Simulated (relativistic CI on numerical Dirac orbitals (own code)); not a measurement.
**Pd⁺ (4d9) in a crystal field**

Calculated by Dirac-Coulomb-Breit CI, separate exchange-only KLI orbitals for each configuration, model QED, valence Slater integrals scaled by 0.8, one configuration in a parametric crystal field (own radial code).

Field parameters in Wybourne normalisation: D3d B²₀ = −7Dσ, B⁴₀ = −14Dq − 21Dτ, B⁴₃ = −14√(10/7) Dq; Oh B⁴₀ = 21Dq, B⁴₄ = √(5/14) B⁴₀; Td as Oh with Dq negative (B⁴₀ = 21Dq, B⁴₄ = √(5/14) B⁴₀). The field is a parameter set, without covalency.

S is read from ⟨S²⟩ = S(S + 1).

Powder χT (cm³ K mol⁻¹) by Van Vleck's formula, with temperature-independent terms:

```
                                      Field    2 K    5 K   10 K   20 K   50 K  100 K  200 K  300 K
D3d, 10Dq = 27200, Dσ = -820, Dτ = 460 cm⁻¹  0.212  0.216  0.224   0.24  0.286  0.355   0.43  0.457
                      Oh, 10Dq = 22050 cm⁻¹  0.469  0.469   0.47   0.47  0.471  0.474  0.479  0.483
                      Oh, 10Dq = 23950 cm⁻¹  0.462  0.462  0.462  0.463  0.464  0.466   0.47  0.475
                      Td, 10Dq = -3000 cm⁻¹  0.378  0.383   0.39  0.404  0.448   0.52  0.665  0.806
                      Td, 10Dq = -5400 cm⁻¹  0.378  0.381  0.386  0.396  0.427  0.479  0.583  0.686
                     Td, 10Dq = -10500 cm⁻¹  0.377  0.379  0.383  0.391  0.415  0.454  0.533  0.611
                     Td, 10Dq = -11200 cm⁻¹  0.377  0.379  0.383  0.391  0.414  0.453   0.53  0.606
                     Td, 10Dq = -12150 cm⁻¹  0.377  0.379  0.383   0.39  0.413  0.451  0.526  0.601
```

Question: For Oh, 10Dq = 23950 cm⁻¹: what effective moment follows at 300 K?

Answer: μ_eff = √(8χT) = 1.95 μB. The ground level has S = 0.50; the spin-only moment for S = 1/2 is 1.73 μB. The difference comes from the orbital moment, spin-orbit mixing of terms and temperature-independent paramagnetism, all larger in this ionic model than in covalent complexes.
